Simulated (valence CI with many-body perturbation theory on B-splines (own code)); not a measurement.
# Te XXXI: M1 decay

Calculated by configuration interaction combined with many-body perturbation theory (CI+MBPT): four valence electrons over a frozen Dirac-Fock core [Ar], radial functions for each j: 9 s, 9 p, 10 d, 8 f, 5 g, 3 h, 1 i, with the one-electron correlation potential Σ1, the two-electron term Σ2, the three-electron term Σ3, Breit, model QED; selected CI, second order for the rest (own B-spline code, finite nucleus).

No measured spectrum was set against this ion. As an estimate, large intervals hold to a few tenths of a per cent, small ones and those within an open d or f shell to about a per cent. Core correlation moves these levels by up to 7700 cm⁻¹, and in measured spectra 5 to 20 % of such shifts remained as error; rates that hang on mixing are uncertain with them. Only levels of the ground parity were solved; by the run's estimate the other parity begins above the list, which can be wrong where configurations are misplaced.

Lines 51 to 100 of 120 in falling wavelength, among levels below 88.863 eV, chosen from the decays that carry over 1 % of a level's rate. Wavelengths and rates use the calculated energies. S is in atomic units (e²a₀⁴ for E2 and M2, e²a₀⁶ for E3), for M1 in squared Bohr magnetons. Weak lines are less certain than strong ones. Lines between different terms over intervals too small for the method are left out, as are lines whose strength nearly cancels.

Levels are named by their leading jj configuration (3d3/2^4 stands for four electrons in 3d with j = 3/2), which in mixed levels can hold well under half, so a name can repeat and another be missing. Letters in brackets count levels of one name in rising energy.

```tsv
λ vac (nm)	Upper	Lower	Type	A (s⁻¹)	S (a.u.)
90.11	(3d3/2 3d5/2^3) J=5	(3d3/2^2 3d5/2^2) J=5	M1	6.19e+03	1.85e+00
89.50	(3d3/2^2 3d5/2^2) J=2 [d]	(3d3/2^2 3d5/2^2) J=2 [b]	M1	6.92e+03	9.20e-01
87.38	(3d3/2^2 3d5/2^2) J=0 [a]	(3d3/2^3 3d5/2) J=1	M1	5.32e+04	1.32e+00
85.08	(3d5/2^4) J=4	(3d3/2 3d5/2^3) J=5	M1	4.72e+03	9.70e-01
83.19	(3d3/2 3d5/2^3) J=6	(3d3/2^2 3d5/2^2) J=5	M1	1.04e+04	2.89e+00
81.75	(3d3/2 3d5/2^3) J=1 [b]	(3d3/2 3d5/2^3) J=1 [a]	M1	2.43e+03	1.47e-01
80.24	(3d3/2 3d5/2^3) J=3 [b]	(3d3/2^2 3d5/2^2) J=3 [b]	M1	9.79e+03	1.31e+00
77.79	(3d3/2^2 3d5/2^2) J=1	(3d3/2^3 3d5/2) J=2	M1	2.70e+04	1.42e+00
77.28	(3d3/2 3d5/2^3) J=3 [b]	(3d3/2^2 3d5/2^2) J=2 [b]	M1	5.61e+03	6.71e-01
76.47	(3d3/2^2 3d5/2^2) J=2 [e]	(3d3/2^2 3d5/2^2) J=3 [b]	M1	3.27e+03	2.71e-01
76.38	(3d3/2 3d5/2^3) J=1 [a]	(3d3/2^2 3d5/2^2) J=2 [a]	M1	1.57e+04	7.76e-01
74.76	(3d3/2^2 3d5/2^2) J=4 [b]	(3d3/2^3 3d5/2) J=3	M1	1.18e+03	1.64e-01
74.57	(3d3/2^2 3d5/2^2) J=4 [b]	(3d3/2^3 3d5/2) J=4	M1	8.84e+01	1.22e-02
73.78	(3d3/2^2 3d5/2^2) J=2 [e]	(3d3/2^2 3d5/2^2) J=2 [b]	M1	1.13e+03	8.43e-02
73.53	(3d3/2 3d5/2^3) J=3 [b]	(3d3/2^2 3d5/2^2) J=4 [b]	M1	4.31e+03	4.45e-01
73.03	(3d5/2^4) J=4	(3d3/2 3d5/2^3) J=3 [a]	M1	1.54e+04	2.00e+00
71.42	(3d3/2^2 3d5/2^2) J=4 [c]	(3d3/2^2 3d5/2^2) J=5	M1	1.16e+03	1.41e-01
71.25	(3d3/2^2 3d5/2^2) J=2 [b]	(3d3/2^3 3d5/2) J=3	M1	3.51e+02	2.36e-02
69.84	(3d3/2 3d5/2^3) J=3 [c]	(3d3/2 3d5/2^3) J=3 [a]	M1	4.32e+02	3.82e-02
69.58	(3d3/2 3d5/2^3) J=3 [c]	(3d3/2^2 3d5/2^2) J=2 [c]	M1	5.13e+03	4.48e-01
69.24	(3d3/2 3d5/2^3) J=0	(3d3/2^2 3d5/2^2) J=1	M1	3.84e+04	4.72e-01
68.90	(3d3/2^2 3d5/2^2) J=3 [b]	(3d3/2^3 3d5/2) J=3	M1	5.96e+02	5.06e-02
68.74	(3d3/2^2 3d5/2^2) J=3 [b]	(3d3/2^3 3d5/2) J=4	M1	1.21e+04	1.02e+00
68.60	(3d3/2^2 3d5/2^2) J=2 [d]	(3d3/2^2 3d5/2^2) J=1	M1	2.96e+03	1.77e-01
67.86	(3d3/2^2 3d5/2^2) J=2 [a]	(3d3/2^3 3d5/2) J=1	M1	1.80e+04	1.05e+00
67.85	(3d3/2 3d5/2^3) J=5	(3d3/2^2 3d5/2^2) J=4 [a]	M1	2.19e+03	2.79e-01
67.36	(3d3/2 3d5/2^3) J=1 [b]	(3d3/2^2 3d5/2^2) J=2 [c]	M1	8.40e+03	2.85e-01
64.28	(3d3/2^2 3d5/2^2) J=4 [c]	(3d3/2^2 3d5/2^2) J=3 [a]	M1	5.63e+03	4.99e-01
62.07	(3d5/2^4) J=4	(3d3/2 3d5/2^3) J=4 [a]	M1	3.86e+04	3.08e+00
61.51	(3d3/2^2 3d5/2^2) J=2 [b]	(3d3/2^3 3d5/2) J=2	M1	6.50e+02	2.80e-02
61.04	(3d3/2 3d5/2^3) J=1 [a]	(3d3/2^2 3d5/2^2) J=0 [a]	M1	2.35e+04	5.94e-01
60.15	(3d3/2^2 3d5/2^2) J=2 [d]	(3d3/2^2 3d5/2^2) J=2 [a]	M1	5.11e+02	2.06e-02
59.89	(3d3/2 3d5/2^3) J=4 [a]	(3d3/2^3 3d5/2) J=3	M1	6.36e+03	4.56e-01
59.77	(3d3/2 3d5/2^3) J=4 [a]	(3d3/2^3 3d5/2) J=4	M1	9.48e+02	6.75e-02
59.75	(3d3/2^2 3d5/2^2) J=3 [b]	(3d3/2^3 3d5/2) J=2	M1	8.53e+02	4.72e-02
59.75	(3d3/2 3d5/2^3) J=3 [c]	(3d3/2 3d5/2^3) J=4 [a]	M1	3.50e+03	1.94e-01
59.49	(3d3/2^2 3d5/2^2) J=2 [d]	(3d3/2^2 3d5/2^2) J=3 [a]	M1	3.73e+03	1.46e-01
58.97	(3d3/2^2 3d5/2^2) J=2 [e]	(3d3/2^2 3d5/2^2) J=1	M1	7.46e+03	2.83e-01
56.69	(3d3/2^2 3d5/2^2) J=4 [c]	(3d3/2^2 3d5/2^2) J=4 [a]	M1	6.14e+03	3.73e-01
54.66	(3d5/2^4) J=4	(3d3/2^2 3d5/2^2) J=3 [b]	M1	1.34e+03	7.30e-02
54.37	(3d3/2 3d5/2^3) J=3 [b]	(3d3/2^2 3d5/2^2) J=2 [a]	M1	4.82e+02	2.01e-02
53.83	(3d3/2 3d5/2^3) J=3 [b]	(3d3/2^2 3d5/2^2) J=3 [a]	M1	4.20e+03	1.70e-01
52.61	(3d3/2^2 3d5/2^2) J=2 [e]	(3d3/2^2 3d5/2^2) J=2 [a]	M1	3.35e+02	9.05e-03
52.46	(3d3/2^2 3d5/2^2) J=2 [c]	(3d3/2^3 3d5/2) J=3	M1	3.34e+04	8.94e-01
52.32	(3d3/2 3d5/2^3) J=3 [a]	(3d3/2^3 3d5/2) J=3	M1	4.31e+03	1.60e-01
52.11	(3d3/2^2 3d5/2^2) J=2 [e]	(3d3/2^2 3d5/2^2) J=3 [a]	M1	1.12e+04	2.94e-01
51.46	(3d5/2^4) J=4	(3d3/2^2 3d5/2^2) J=4 [b]	M1	1.81e+03	8.24e-02
49.86	(3d3/2 3d5/2^3) J=3 [c]	(3d3/2^2 3d5/2^2) J=4 [b]	M1	7.83e+02	2.52e-02
49.54	(3d3/2^2 3d5/2^2) J=2 [b]	(3d3/2^3 3d5/2) J=1	M1	2.65e+03	5.96e-02
48.40	(3d3/2 3d5/2^3) J=3 [b]	(3d3/2^2 3d5/2^2) J=4 [a]	M1	5.40e+03	1.59e-01
```
